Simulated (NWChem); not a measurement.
I cation, triplet

Results from NWChem. Spin-unrestricted. The open p shell is one determinant without spherical averaging. No stability test was run on the SCF state. def2 effective core potentials on I; no spin-orbit coupling. Total energies compare along this basis series because the functional is fixed.

```tsv
level	basis functions	energy (Ha)	highest occupied level (eV)	lowest empty minus highest occupied level, either spin (eV)
PBE/def2-TZVP	50	-297.2794	-14.54	0.21
PBE/def2-TZVPD	59	-297.2795	-14.54	0.21
PBE/def2-TZVPP	50	-297.2794	-14.54	0.21
PBE/def2-QZVP	82	-297.2803	-14.56	0.23
```
